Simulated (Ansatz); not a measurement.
# Relative stability

The two ends of one reaction step of AlAsH$_{6}$O, closed shell (PBE0-D4/def2-TZVP).

A:

Al1  (-1.232, -0.467, 0.389)
O2  (-1.867, 0.980, -0.287)
H3  (-1.305, -1.811, -0.469)
H4  (-1.118, -0.496, 1.973)
H5  (1.949, 1.327, 0.573)
As6  (1.382, 0.063, -0.024)
H7  (-2.199, 1.001, -1.183)
H8  (2.474, -0.867, 0.449)
H9  (1.917, 0.270, -1.421)
(Å)

B:

Al1  (-0.626, -0.843, 0.336)
O2  (-0.912, 1.122, -0.036)
H3  (-1.497, -1.390, -0.887)
H4  (-1.148, -1.011, 1.827)
H5  (-0.046, 1.540, -0.143)
As6  (1.827, -0.919, 0.050)
H7  (-1.406, 1.264, -0.853)
H8  (2.024, 0.314, 0.931)
H9  (1.783, -0.077, -1.225)
(Å)

Computed with Ansatz 0.2.0 (basis: def2-TZVPP); correlated methods freeze the cores. Filled d shells of the heavier atoms are correlated. The def2 sets are not built for correlating such inner shells, so the correlated values are less sure here. B3LYP uses VWN-RPA correlation.

Problem. Which structure is lower at CCSD(T), and by how much? (To be estimated.)

Solution. The calculation gives: A, by 30.7 kJ/mol (electronic energy, against the other). By their contacts, A is AlAsH₆O ([OH][AlH2][AsH3]) and B is AlAsH₆O ([OH2][AlH2][AsH2]).

All methods give the same order:

```
      method  E(B) − E(A) (kJ/mol)
       SPW92                  15.9
      PBE-D4                  23.8
     BLYP-D4                  36.7
   r2SCAN-D4                  28.0
      B97M-V                  36.4
     PBE0-D4                  22.5
    B3LYP-D4                  34.5
  r2SCAN0-D4                  25.4
    BHLYP-D4                  34.6
CAM-B3LYP-D4                  36.3
     wB97X-V                  32.9
     wB97M-V                  26.9
      B2PLYP                  34.7
    PBE-QIDH                  26.1
  RPA on PBE                  34.4
          HF                  40.2
         MP2                  32.1
        CCSD                  32.5
     CCSD(T)                  30.7
```

T1 diagnostic: at most 0.012.

Labels in which every atom is bracketed show which atoms are joined, not bond orders.

For scale, one of the runs: CCSD(T)/def2-TZVPP, 205 basis functions, launched by `ansatz run in.yaml --threads 4 --pin off --events-out ev --progress --plain --max-ram 9574MiB`. Time: 59 s of wall clock on 4 CPU threads of an Arm Neoverse V2; the host was shared. Peak host memory: 2.6 GiB.
